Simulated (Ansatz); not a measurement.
Consider the atomization: `C[N]1C[S][GaH]1` → 2 C• + Ga• + 6 H• + N• + S•.

Calculated with Ansatz (gas phase, PBE0-D4/def2-TZVP geometries, no zero-point term in ΔE). CCSD(T)/CBS adds triple-zeta CCSD(T) − MP2 to the extrapolated MP2 energy (def2 sets, frozen cores). This one scheme is used for every species, atoms too. For atomizations the MP2-based limit and the directly extrapolated one differ by several kJ/mol either way, and by 10 to 25 for some Ge, Se and Sn compounds, so smaller differences from it don't rank the levels. DFT in def2-TZVPP. HSE06 is defined as in plane-wave codes. No spin–orbit coupling; open shells (•) take unrestricted orbitals. Spin–orbit coupling would lower the free atoms: a little for C, S; clearly for Ga. For Ga outer-core shells are correlated without core-valence functions, so the limit isn't a true one: a few kJ/mol of doubt a bond, and 10 to 20 or more in all where bonds break to atoms. Scalar relativity is left out up to krypton.

CCSD(T)/CBS gives +3847.2 kJ/mol.

Task: Another level gave +3850.4 kJ/mol. Which?
A. r2SCAN/def2-TZVPP
B. r2SCANh-D4/def2-TZVPP
C. HSE06-D4/def2-TZVPP
D. BLYP-D4/def2-TZVPP

Result: A. r2SCAN 3850.4, BLYP-D4 3824.4, HSE06-D4 3872.4, r2SCANh-D4 3831.6 kJ/mol.

Largest T1 diagnostic among the species: 0.015.

At CCSD(T), def2-SVP lies −224.2 kJ/mol from the extrapolated value and def2-TZVPP −101.4 kJ/mol: correlation converges slowly with the basis, and small sets miss more of it in the bonded molecule than in its fragments. Leaving LDA and LC-ωPBE aside and taking each functional with its dispersion term where it has one, the values, not all of them listed here, spread over 226.1 kJ/mol, from BHLYP-D4 to PBE-D4. LDA lies +548.5 kJ/mol from PBE without D4, its usual overbinding.
